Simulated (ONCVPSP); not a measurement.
**rhenium (Re): one change to an ONCV potential, before and after**

| Quantity | Value |
| --- | --- |
| Element | Re (Z = 75) |
| Generator | ONCVPSP 4.0.1 |
| Type | optimised norm-conserving Vanderbilt (ONCV) |
| Functional | PBE |
| Relativity | scalar-relativistic |
| Frozen core | [Kr] 4d10 4f14 |
| Valence charge | 15 |
| Reference configuration | 5s2 5p6 5d5 (charge +2) |
| Partial waves | 5s: rc 1.15 bohr, ncon 4, nbas 7, qcut 6.2 1/bohr, 3 projectors, debl 1.5 Ha; 5p: rc 1.35 bohr, ncon 4, nbas 8, qcut 6.5 1/bohr, 2 projectors, debl 3.9 Ha; 5d: rc 2.15 bohr, ncon 5, nbas 10, qcut 7 1/bohr, 2 projectors, debl 2.2 Ha |
| Local potential | polynomial inside 1.10 bohr (lpopt 3, dvloc0 3 Ha) |
| Core correction | polynomial model core, fcfact 0.15 |

In the s channel the program set the typed energies aside and used -3.744, 0.250, 1.750 Ha.

All-electron outer shells of the reference configuration (PBE, scalar-relativistic, ld1.x):

```
shell  level (eV)  outermost node (bohr)  outermost maximum (bohr)
   5p      -63.66                   0.56                      1.06
   4f      -58.92                      –                      0.41
   5d      -21.42                   0.62                      1.41
```

Change: all radii but the core radius scaled by about 0.97 (s 1.12, p 1.30, d 2.08 bohr); local potential polynomial inside 1.06 bohr (lpopt 3, dvloc0 3 Ha).

Cutoffs: the cutoffs (Ha) at which the residual kinetic energy of the hardest occupied pseudo-wave falls to 1 and 0.1 mHa per electron; they do not see the model core or the augmentation charge, which bear on the density cutoff. Errors are all-electron minus pseudo energies relative to the spin-unpolarised reference configuration.

Problem. Predict the effect on cutoff, ghosts and configuration errors.

Solution. The potential gets neither clearly harder nor softer (84 Ha and 109 Ha → 88 Ha and 119 Ha); the s channel sets the loose cutoff, while the largest relative change is in p, which becomes harder; the errors of the 4 common tests hardly move; neither file shows a bound ghost.

| quantity | base | changed |
| --- | --- | --- |
| cutoff, loose | 84 Ha | 88 Ha |
| cutoff, tight | 109 Ha | 119 Ha |
| loose cutoff by channel | s 84 Ha, p 57 Ha, d 16 Ha | s 88 Ha, p 70 Ha, d 16 Ha |
| bound ghosts | none | none |
| GHOST(+) flags under 300 eV | none | none |
| error for 5s2 5p6 5d5 6s2, meV [ΔE -25.57 eV] | +4.9 | +5.0 |
| error for 5s2 5p6 5d5 6s1, meV [ΔE -16.32 eV] | +4.0 | +4.1 |
| error for 5s2 5p6 5d4, meV [ΔE 27.13 eV] | -13 | -13 |
| error for 5s2 5p6 5d5 6p2, meV [ΔE -15.70 eV] | +5.9 | +5.9 |
| rms error of d²Exc/dni dnj with the model core, mHa | 0.79 | 0.82 |
